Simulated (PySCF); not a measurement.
System: sum formula GeHCl3 (charge -1, doublet). 
Structure (B3LYP-D3(BJ)/def2-TZVP (Ansatz) minimum search):
```
Ge
H 1 1.5687
Cl 1 2.2933 2 98.90
Cl 1 2.4148 2 95.99 3 109.18
Cl 1 2.4148 2 95.99 3 -109.18
```
Charge -1, spin multiplicity 2.

Dispersion corrections to the total energy (kcal/mol) from the dftd3 and dftd4 libraries through PySCF: D3(BJ) without and D4 with the three-body term, each with the damping fitted for the functional named.

```tsv
functional	D3(BJ)	D4
BHLYP	-5.81	…
TPSSh	-4.26	-4.91
revPBE	-7.39	…
TPSS	-4.47	-5.41
PBE	-3.30	-4.04
B2GP-PLYP	…	-1.79
HSE06	-2.88	-3.34
```

Task: Fill in the missing entries.

Result: 
- BHLYP, D4: -6.00
- revPBE, D4: -9.36
- B2GP-PLYP, D3(BJ): -4.18
